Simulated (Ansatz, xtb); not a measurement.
**C5H7FO: which of two isomers lies lower**

Structure X is `O=C[C@H]1C[C@H](F)C1`, a singlet and structure Y is `O=C[C@H]1C[C@@H](F)C1`, a singlet. Both are isolated molecules in the gas phase, relaxed with B3LYP-D3(BJ)/def2-SVP; the shapes shown needn't be the lowest conformers.

X (Å):

```xyz
14

C    -2.0165    1.0168   -2.1961
C    -1.0954    1.3849   -1.0610
C    -0.3101    0.1336   -0.5339
C     0.8808    0.6021   -1.3869
C     0.2535    2.0002   -1.5031
F     2.1133    0.5313   -0.7825
O    -1.7469    1.1235   -3.3665
H    -3.0020    0.5874   -1.8717
H    -1.6751    1.9206   -0.2924
H    -0.0753    0.2363    0.5351
H    -0.7295   -0.8663   -0.7231
H     0.9418    0.0836   -2.3576
H     0.2754    2.4876   -2.4867
H     0.6672    2.6651   -0.7317
```

Y (Å):

```csv
atom,x (Å),y (Å),z (Å)
C,0.8600,-1.3427,-1.0548
C,-0.4639,-0.6368,-0.9365
C,-0.4218,0.7498,-0.2053
C,-1.3793,1.2698,-1.2895
C,-1.0128,0.0826,-2.1887
F,-1.1131,2.5252,-1.7807
O,1.5687,-1.3033,-2.0289
H,1.1803,-1.8999,-0.1341
H,-1.1934,-1.3085,-0.4553
H,-0.7389,0.7977,0.8457
H,0.5624,1.2289,-0.3204
H,-2.4330,1.2490,-0.9628
H,-1.8124,-0.4043,-2.7639
H,-0.1812,0.3456,-2.8588
```

Question: Which of the two would you expect CCSD(T)/def2-SVP + ΔMP2/def2-TZVPP electronic energies to favour?

Answer: CCSD(T)/def2-SVP + ΔMP2/def2-TZVPP gives E(Y) − E(X) = −0.36 kJ/mol, slightly favouring structure Y, which is too small a margin to settle the true order.

How the difference moves with the method:

```csv
level,geometry,E(Y) − E(X) (kJ/mol),departure from the last row (kJ/mol),"job, with rough time for the two"
GFN2-xTB,GFN2-xTB,+1.29,+1.65,"optimisation, 0.32 s"
HF/STO-3G,GFN2-xTB,−0.92,−0.56,"single point, 0.36 s"
r2SCAN-D4/def2-SVP,GFN2-xTB,−0.58,−0.22,"single point, 2.7 s"
B3LYP-D3(BJ)/def2-SVP,B3LYP-D3(BJ)/def2-SVP,−0.51,−0.15,"optimisation, 59 s"
HF/def2-SVP,B3LYP-D3(BJ)/def2-SVP,−0.85,−0.49,part of the CCSD(T) run
MP2/def2-SVP,B3LYP-D3(BJ)/def2-SVP,−0.39,−0.03,part of the CCSD(T) run
CCSD(T)/def2-SVP,B3LYP-D3(BJ)/def2-SVP,−0.49,−0.13,single point
CCSD(T)/def2-SVP + ΔMP2/def2-TZVPP,B3LYP-D3(BJ)/def2-SVP,−0.36,,"single point, 40 s"
```

As drawn, both hold the same kinds of bond in the same numbers.

The largest departure from CCSD(T)/def2-SVP + ΔMP2/def2-TZVPP is that of GFN2-xTB, 1.65 kJ/mol. The last row adds to CCSD(T) the change of the MP2 difference between the two basis sets, here +0.13 kJ/mol.

With thermal terms from frequencies at re-optimised GFN2-xTB minima (ideal gas, soft modes damped towards free rotors, one conformer each, 298.15 K, 1 atm): on the last row, ΔE + ΔZPE = −0.36, ΔH = −0.44, ΔG = −0.43 kJ/mol.

The correlated steps freeze 7 core orbitals. Codes used: Ansatz 0.2.0, xtb 6.7.1; the last row on 2 threads of Intel(R) Xeon(R) 6975P-C (Granite Rapids) on a shared host.
